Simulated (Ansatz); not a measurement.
A nudged elastic band was laid between two geometries of CH4F2NPSi (10 atoms, charge 0, multiplicity 1).

Level of theory: Ansatz 0.2.0, RKS B3LYP-D4/def2-SVP.

```json
{
  "movable images": "7",
  "climbing image": "yes",
  "spring": "5.0 eV/Å²",
  "optimiser": "quadratic models (default)",
  "start path": "through a guess of the saddle point",
  "force threshold": "0.05 eV/Å",
  "iteration limit": "60",
  "end points": "relaxed"
}
```

Initial state:

```xyz
10
Properties=species:S:1:pos:R:3
F -2.893 0.009 1.572
C -1.600 0.262 1.359
N -0.930 -0.398 0.544
Si 0.726 -0.233 0.074
F 1.461 0.933 0.956
P 0.732 0.449 -2.078
H -1.276 1.102 1.998
H 1.420 -1.508 0.371
H 2.124 0.168 -2.245
H 0.320 -0.837 -2.548
```

Final state:

```xyz
10
Properties=species:S:1:pos:R:3
F -2.846 -0.079 1.582
C -1.580 0.205 1.267
N -0.862 -0.601 0.648
Si 0.777 -0.434 0.120
F 1.385 0.992 0.649
P 0.769 -0.558 -2.133
H -1.323 1.213 1.639
H 1.592 -1.512 0.729
H 2.073 0.023 -2.236
H 0.098 0.699 -2.261
```

**Question.** What changes between the two ends?

**Answer.** No bond is made or broken. The height of P6 over the plane of its neighbours goes from 0.87 to -0.88 Å.

**Question.** What energy profile does the band end with?

**Answer.** It converged. The highest image is number 4 of 0 to 8, 100.7 kJ/mol above the ends, which have the same energy within 2 meV. A vibrational analysis at the climbing image gives one clearly imaginary mode, 696i cm⁻¹: a first-order saddle point.

```csv
image,path coordinate (Å),energy (kJ/mol),height of P6 over the plane of its neighbours (Å)
0,0.00,0.0,0.87
1,0.49,0.9,0.87
2,0.99,4.0,0.84
3,1.48,36.6,0.56
4,1.98,100.7,0.02
5,2.35,57.9,-0.40
6,2.72,13.5,-0.71
7,3.10,1.2,-0.84
8,3.47,-0.1,-0.88
```

**Question.** What is the geometry of the highest image?

**Answer.** 
```xyz
10
Properties=species:S:1:pos:R:3:forces:R:3
F -2.867 -0.096 1.455 -0.01 0.00 0.00
C -1.576 0.178 1.262 0.02 0.01 0.00
N -0.844 -0.572 0.589 -0.02 -0.02 0.01
Si 0.839 -0.335 0.258 0.01 0.01 -0.01
F 1.387 0.936 1.131 0.00 0.00 0.00
P 0.925 0.002 -1.884 0.00 0.00 0.00
H -1.313 1.120 1.777 0.00 0.00 0.00
H 1.659 -1.481 0.701 0.00 0.00 0.00
H 2.103 0.011 -2.636 0.00 0.00 0.00
H -0.229 0.186 -2.650 0.00 0.00 0.00
```

**Question.** What are the harmonic wavenumbers there?

**Answer.** 696i, 60, 66, 114, 165, 214, 299, 361, 457, 535, 558, 778, 842, 866, 923, 1013, 1029, 1165, 1383, 1815, 2293, 2554, 2598, 3094 cm⁻¹.

The band took 23 iterations and about 19 core-minutes.

The run took 9.5 min on 2 threads of Intel(R) Xeon(R) Platinum 8488C (Sapphire Rapids) (shared host), peak memory 0.31 GiB.
